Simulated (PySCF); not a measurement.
The dipole of `C=CCNN(C)C=C` from its density and from atomic charges.

Coordinates (GFN2-xTB, Å) and charges (e) from the PBE0/pcSseg-1 density (PySCF):

```tsv
atom	x	y	z	Mulliken	IAO	Hirshfeld	ESP-fitted
C1	3.325	0.667	0.379	-0.1410	-0.3174	-0.1021	-0.5290
C2	2.231	0.188	0.940	-0.2729	-0.1398	-0.0407	+0.0239
C3	1.101	-0.435	0.184	+0.0518	-0.1504	-0.0330	-0.1934
N4	-0.167	0.123	0.651	-0.3361	-0.3282	-0.1067	-0.4991
N5	-1.274	-0.464	0.013	-0.4819	-0.1025	-0.0161	+0.0815
C6	-2.183	-1.102	0.938	-0.0310	-0.2993	-0.0723	-0.5346
C7	-1.774	0.085	-1.145	+0.0824	-0.0481	-0.0096	+0.0762
C8	-1.207	1.026	-1.896	-0.2772	-0.4391	-0.1727	-0.7793
H9	3.475	0.632	-0.688	+0.1124	+0.1450	+0.0448	+0.2140
H10	4.123	1.101	0.958	+0.1184	+0.1531	+0.0470	+0.1964
H11	2.088	0.230	2.011	+0.1069	+0.1499	+0.0440	+0.1132
H12	1.253	-0.316	-0.899	+0.1147	+0.1205	+0.0311	+0.1186
H13	1.064	-1.509	0.402	+0.1334	+0.1527	+0.0420	+0.1623
H14	-0.174	1.135	0.519	+0.1787	+0.2367	+0.0997	+0.3436
H15	-2.799	-0.380	1.489	+0.0973	+0.1248	+0.0334	+0.1734
H16	-1.595	-1.672	1.655	+0.1166	+0.1585	+0.0453	+0.2068
H17	-2.836	-1.782	0.393	+0.1087	+0.1436	+0.0475	+0.1601
H18	-2.713	-0.359	-1.448	+0.0965	+0.1500	+0.0526	+0.1486
H19	-1.670	1.344	-2.810	+0.1151	+0.1544	+0.0365	+0.2382
H20	-0.273	1.501	-1.648	+0.1071	+0.1355	+0.0291	+0.2787
```

Form Σ q r in debye for every column and set it beside the full dipole.

The full density gives (-0.30, -0.43, 0.34) D, 0.62 D in size; dipole vectors point from the negative to the positive end.

| scheme | μx | μy | μz | size (D) | share of the full size (%) | angle to the full dipole (°) |
| --- | --- | --- | --- | --- | --- | --- |
| Mulliken | 0.06 | -0.88 | -0.42 | 0.98 | 157 | 69 |
| IAO | -0.33 | -0.99 | 0.80 | 1.32 | 211 | 14 |
| Hirshfeld | -0.24 | -0.65 | 0.85 | 1.10 | 176 | 21 |
| ESP-fitted | -0.30 | -0.45 | 0.37 | 0.65 | 105 | 2 |

Which set comes closest?

Length of the difference vector: ESP-fitted 0.04 D, Hirshfeld 0.56 D, IAO 0.73 D, Mulliken 0.95 D. Closest: ESP-fitted. The schemes that divide the density aren't constrained to reproduce the dipole.

What is left for the Hirshfeld atoms' own dipoles?

The Hirshfeld atoms' densities add up to the full density, so μ = Σ q r + Σ (atomic dipoles). The atomic dipoles sum to (-0.30, -0.43, 0.34) − (-0.24, -0.65, 0.85) = (-0.06, 0.22, -0.51) D, 0.56 D in size.

With the origin at the mean of the coordinates, (0.000, 0.001, 0.000) Å, which are the largest single terms, by size, of the Hirshfeld dipole along the direction of the full one?

C8 +0.96, C1 +0.91, C6 -0.80, H17 +0.64, H16 +0.61 D; all 20 atoms together +1.02 D. The single terms depend on the origin, their sum doesn't.

Give the size of the full dipole in other units.

0.62 D = 0.245 au = 0.130 e·Å = 2.08 × 10⁻³⁰ C·m.

Geometry: GFN2-xTB, one conformer, isolated molecule.

The values belong to the conformer `[CH2:1]=[CH:2][CH2:3][NH:4][N:5]([CH3:6])[CH:7]=[CH2:8]`: C1–C2–C3–N4 -133°, C2–C3–N4–N5 -178°, C3–N4–N5–C6 121°, N4–N5–C7–C8 11°.
